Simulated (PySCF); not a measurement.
## Polarisability and C₆ of Ta⁺ (tantalum, charge +1)

[Xe] 4f14 5d3 6s1, high-spin 5F determinant. Calculation: PySCF 2.14, in aug-cc-pVTZ-PP with ECP60MDF; scalar relativity through the core potential. Coupled (time-dependent) response in atomic units; α is the mean over directions.

```
method  mean α (bohr³)  C₆ (like pair)  S(−4)
  TPSS           42.87           375.3  840.6
 TPSSh           43.45           380.8  869.6
```

S(−4) is the Cauchy moment in α(ω) = α(0) + S(−4) ω² + …

Spin-orbit coupling is absent.

α(iu) at TPSSh:

```tsv
u (hartree)	α(iu) (bohr³)
0	43.45
0.0500	41.40
0.100	36.47
0.200	25.78
0.300	18.50
0.500	11.14
0.750	7.149
1.00	5.118
1.50	3.077
2.00	2.068
3.00	1.111
5.00	0.4609
```

A single London oscillator, α(iu) = α/(1 + u²/ω²), gives C₆ = (3/4) ω α². Matching the computed C₆ needs ω = 4 × 380.8 / (3 × 43.45²) = 0.269 hartree.

For an ion, C₆ is the dispersion term alone; charge-induced terms of lower order in 1/R come first.

Energies and moments cover only the electrons outside the core potential. Spin-orbit coupling, absent here, splits the open shell strongly.
